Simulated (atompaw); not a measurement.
## Scattering properties, PAW (atompaw) potential for Rb

rubidium (Rb), PAW, made with atompaw 4.2.0.5 (LDA (PW92), scalar-relativistic). Core [Ar] 3d10 4s2, reference 4p6 5s1 5p0. Waves: 5s (bound): rc 2.90 bohr; 5s channel at 0.25 Ry: rc 2.90 bohr; 4p (bound): rc 1.80 bohr; 5p (bound, empty): rc 3.00 bohr; 4d channel at 0.05 Ry: rc 2.60 bohr; 4d channel at 1.55 Ry: rc 2.60 bohr. Local part: troulliermartins scheme with l = 3 at 0 Ry, radius 2.75 bohr. Core correction: smooth core density matched at 2.35 bohr. Augmentation charge: besselshape compensation charge, radius 2.60 bohr; PAW radius 3.00 bohr; waves and projectors: custom polynom2 7 10 vanderbiltortho.

The phase is arctan(r·u′/u) with u = r·R(r), unwrapped; energies in Ry, scanned from -3 to 5 Ry. A pole is an energy at which the radial function vanishes at the test radius. The pseudo phase is shifted by a multiple of π to meet the all-electron one at the reference energy, and phase errors are pseudo minus all-electron; the curves can meet again beyond the range given. Levels narrower than the energy grid can be missing from the lists of poles.

Task: For each channel, where are the poles, and over which energies does the pseudopotential scatter like the atom?

Result:

| channel | radius (bohr) | reference energy (Ry) | poles, all-electron | poles, pseudo | unbroken range about the reference energy with phases within 0.05 rad | phase error 1 Ry above the reference energy (rad) |
| --- | --- | --- | --- | --- | --- | --- |
| s | 3.02 | -0.17 | -2.27, 2.76 | -2.23, 2.59, 4.96 | -2.2 to 3.1 | -0.001 |
| p | 3.02 | -0.06 | -0.98, 3.77 | -0.98, 2.91 | below 0.8 | -0.076 |
| d | 3.02 | 0.05 | 1.02 | 1.02 | below 2.9 | +0.000 |

Note: ghost state, extra bound levels that the all-electron valence spectrum of the same l lacks: s at -31.3 eV. A true bound ghost makes a file unfit for plane-wave use.

Phases in the s channel:

```csv
E (Ry),all-electron,pseudo
-3.00,1.317,1.327
-2.76,1.269,1.289
-2.52,1.046,1.163
-2.28,-1.558,-1.444
-2.04,-1.725,-1.718
-1.80,-1.776,-1.775
-1.56,-1.812,-1.811
-1.32,-1.846,-1.846
-1.08,-1.884,-1.884
-0.84,-1.932,-1.932
-0.60,-1.996,-1.996
-0.36,-2.092,-2.092
-0.12,-2.247,-2.247
0.12,-2.529,-2.529
0.36,-3.049,-3.049
0.60,-3.686,-3.687
0.84,-4.102,-4.102
1.08,-4.322,-4.323
1.32,-4.448,-4.450
1.56,-4.529,-4.531
1.80,-4.585,-4.589
2.04,-4.627,-4.633
2.28,-4.661,-4.670
2.52,-4.689,-4.703
2.76,-4.713,-4.735
3.00,-4.735,-4.772
3.24,-4.755,-4.822
3.48,-4.776,-4.916
3.72,-4.797,-5.296
3.96,-4.819,-7.353
4.20,-4.843,-7.691
4.44,-4.872,-7.777
4.68,-4.907,-7.821
4.92,-4.954,-7.850
```
